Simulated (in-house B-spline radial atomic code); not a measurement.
What moves the levels of Ar II (Ar+) ([Ne] 3s2 3p5)? Computed with a B-spline radial code for spherical atoms: Dirac-Hartree-Fock, average of the jj configuration, Fermi nucleus of rms radius 3.3468 fm.

Baseline run (computed): total energy -528.1439 hartree, 1s1/2 at -119.6488 hartree, 3p1/2 at -28.406 eV with <r> = 1.555 bohr.

Changing the nucleus:

```json
{"nucleus": "Fermi nucleus of rms radius 3.3654 fm, A = 34", "ΔE (eV)": "0.000197"}
{"nucleus": "Fermi nucleus of rms radius 3.3636 fm, A = 35", "ΔE (eV)": "0.000178"}
{"nucleus": "Fermi nucleus of rms radius 3.3905 fm, A = 36", "ΔE (eV)": "0.000465"}
{"nucleus": "Fermi nucleus of rms radius 3.3908 fm, A = 37", "ΔE (eV)": "0.000468"}
{"nucleus": "Fermi nucleus of rms radius 3.4028 fm, A = 38", "ΔE (eV)": "0.000597"}
{"nucleus": "Fermi nucleus of rms radius 3.4093 fm, A = 39", "ΔE (eV)": "0.000667"}
{"nucleus": "Fermi nucleus of rms radius 3.4274 fm, A = 40", "ΔE (eV)": "0.000862"}
{"nucleus": "Fermi nucleus of rms radius 3.4251 fm, A = 41", "ΔE (eV)": "0.000837"}
{"nucleus": "Fermi nucleus of rms radius 3.4414 fm, A = 42", "ΔE (eV)": "0.00101"}
{"nucleus": "Fermi nucleus of rms radius 3.4354 fm, A = 43", "ΔE (eV)": "0.000949"}
{"nucleus": "Fermi nucleus of rms radius 3.4454 fm, A = 44", "ΔE (eV)": "0.00106"}
{"nucleus": "Fermi nucleus of rms radius 3.4377 fm, A = 46", "ΔE (eV)": "0.000974"}
```

A larger nucleus binds the electrons less, roughly as the density at the nucleus times the change of the nuclear <r²>. The reference is A = 32.
